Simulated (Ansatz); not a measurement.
# SiH2Br− (SMILES [SiH2-]Br): the energy, rung by rung

SiH2Br− has 4 atoms, charge -1, and is taken as a singlet. As SMILES, `[SiH2-]Br`. The coordinates come from a GFN2-xTB relaxation.

```csv
atom,x (Å),y (Å),z (Å)
Si,-0.1920,-0.3430,-0.6194
Br,1.6877,-0.2714,0.9111
H,-1.2099,-0.5300,0.4614
H,-0.2858,1.1444,-0.7531
```

Quantity: the energy change with the Si1–H3 bond stretched from 1.496 to 2.245 Å, in eV. The values are calculated.

```
                      level                    kind  program  value (eV)  less FCI/STO-3G  CPU time (all runs)
     HF/STO-3G (restricted)            Hartree–Fock   Ansatz        3.15            +0.80               0.51 s
  SVWN5/STO-3G (restricted)                     LDA   Ansatz        2.20            -0.15                1.9 s
    PBE/STO-3G (restricted)                     GGA   Ansatz        2.04            -0.31                2.7 s
 revPBE/STO-3G (restricted)                     GGA   Ansatz        1.99            -0.36                2.7 s
 r2SCAN/STO-3G (restricted)                meta-GGA   Ansatz        2.22            -0.13                6.4 s
r2SCAN0/STO-3G (restricted)         hybrid meta-GGA   Ansatz        2.51            +0.16                7.2 s
wB97M-V/STO-3G (restricted)  range-separated hybrid   Ansatz        2.52            +0.17                 39 s
 B2PLYP/STO-3G (restricted)           double hybrid   Ansatz        2.45            +0.10                3.6 s
CCSD(T)/STO-3G (restricted)   coupled cluster or CI   Ansatz        2.35             0.00               0.64 s
                 FCI/STO-3G      exact in the basis   Ansatz        2.35             0.00                1.8 s
```

FCI/STO-3G is exact within its basis and frozen core, so for wave-function methods in that basis the difference is their error; functionals converge differently with the basis, so for them it is only a difference. A spin-restricted reference rises too steeply as a bond breaks; here HF/STO-3G lie well above the multireference or unrestricted value. All-electron rows without a relativistic Hamiltonian named are non-relativistic. Sets without diffuse functions describe the anion poorly. The first shape isn't each level's own minimum. The values span 1.99 to 3.15 eV. All rows use very small basis sets, so none should be taken for the real molecule's value. In the correlated wave-function rows the outer d shell of Br is correlated, in sets not made for it. In so small a basis fixed costs decide the times, and correlated methods can beat functionals. Times are those of the runs behind each value, whatever else they computed, on shared processors of several kinds: orders of magnitude only.
